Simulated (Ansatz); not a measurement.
```yaml
crystal:
  periodic: [false, false, false]
  atoms:
    - {symbol: C, position_ang: [-2.914151, -0.239036, -1.066197]}
    - {symbol: C, position_ang: [-1.449248, -0.629568, -1.197648]}
    - {symbol: C, position_ang: [-1.218058, -2.078819, -0.791971]}
    - {symbol: Sn, position_ang: [-0.157200, 0.709558, -0.073524]}
    - {symbol: C, position_ang: [0.065594, 0.010661, 1.968990]}
    - {symbol: C, position_ang: [-1.267878, -0.004142, 2.701628]}
    - {symbol: C, position_ang: [1.103682, 0.838621, 2.711863]}
    - {symbol: C, position_ang: [1.793707, 0.843122, -1.016929]}
    - {symbol: C, position_ang: [2.517216, -0.495132, -0.973116]}
    - {symbol: C, position_ang: [1.683418, 1.374819, -2.437946]}
    - {symbol: H, position_ang: [-3.550860, -0.899711, -1.667854]}
    - {symbol: H, position_ang: [-3.260903, -0.317464, -0.031023]}
    - {symbol: H, position_ang: [-3.098354, 0.786999, -1.393666]}
    - {symbol: H, position_ang: [-1.147866, -0.506810, -2.244022]}
    - {symbol: H, position_ang: [-0.179950, -2.391443, -0.931950]}
    - {symbol: H, position_ang: [-1.469966, -2.247188, 0.259739]}
    - {symbol: H, position_ang: [-1.846828, -2.755778, -1.383403]}
    - {symbol: H, position_ang: [-0.871128, 2.281076, -0.034578]}
    - {symbol: H, position_ang: [0.431660, -1.018806, 1.883483]}
    - {symbol: H, position_ang: [-2.003666, -0.647497, 2.211871]}
    - {symbol: H, position_ang: [-1.700591, 0.999158, 2.765324]}
    - {symbol: H, position_ang: [-1.147455, -0.368642, 3.729545]}
    - {symbol: H, position_ang: [0.799527, 1.887531, 2.787270]}
    - {symbol: Xx, position_ang: [1.240635, 0.470393, 3.736296]}
    - {symbol: H, position_ang: [2.081300, 0.814794, 2.222708]}
    - {symbol: H, position_ang: [2.354118, 1.566259, -0.414050]}
    - {symbol: H, position_ang: [2.629850, -0.874832, 0.046235]}
    - {symbol: H, position_ang: [3.522226, -0.413447, -1.405203]}
    - {symbol: H, position_ang: [1.985137, -1.257544, -1.551104]}
    - {symbol: H, position_ang: [2.673587, 1.470709, -2.900635]}
    - {symbol: H, position_ang: [1.099272, 0.701898, -3.074161]}
    - {symbol: H, position_ang: [1.206872, 2.357959, -2.474875]}
basis:
  gaussian: {orbitals: def2-SVP, final_grid: {core_spheres: 5, valence_spheres: 4, degree: 11}}
hamiltonian: {xc: {name: PBE}}
correlation: {method: rpa}
scf: {lower_state_search: off}
```

```sh
$ ansatz run in.yaml --threads 11 --pin off --events-out ev --progress --plain --max-ram 166912MiB --backend cpu
```

Shortened log:

```
Error: YAML parse error: error: line 27 column 16: `Xx` is not an element symbol (H … Og, case-exact)
25 |     - {symbol: H, position_ang: [-1.147455, -0.368642, 3.729545]}
26 |     - {symbol: H, position_ang: [0.799527, 1.887531, 2.787270]}
27 |     - {symbol: Xx, position_ang: [1.240635, 0.470393, 3.736296]}
28 |     - {symbol: H, position_ang: [2.081300, 0.814794, 2.222708]}
29 |     - {symbol: H, position_ang: [2.354118, 1.566259, -0.414050]}
```

(1) What is wrong with this run?

## Answers

(1) An element symbol is wrong. The input was rejected before any iteration.
